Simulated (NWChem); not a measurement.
# CF3GeNO; SMILES O=C=[N][Ge]([F])([F])[F]

```xyz
7

O     -0.1142     3.3462    -0.0032
C      0.2359     2.2309    -0.0052
N      0.7046     1.1043    -0.0074
Ge     0.0091    -0.5512     0.0005
F     -1.2204    -0.7275     1.1850
F     -0.6693    -0.9622    -1.5201
F      1.2537    -1.6711     0.3454
```
Atoms are numbered in this order, from 1.

Results from NWChem. Medium grid unless said otherwise, to which SCAN and Minnesota functionals are sensitive. All runs use the structure optimised with B3LYP/6-31G* (spherical d). Level r2SCAN/def2-SVP: energy and gradient; each run changes one setting, and changes count from the defaults (medium grid, exact Coulomb integrals, symmetry on).

### Question
Which setting moves the energy most, and by about how much (defaults; tight SCF thresholds and tolerances; coarse grid; symmetry off)?

### Answer
coarse grid, by about 800 μHa.
| setting | size of the energy change (μHa) | largest change of a gradient component (μHa/bohr) |
|---|---|---|
| defaults | < 10 | < 30 |
| coarse grid | 800 | 500 |
| symmetry off | < 10 | other frame |
| tight SCF thresholds and tolerances | < 10 | < 30 |
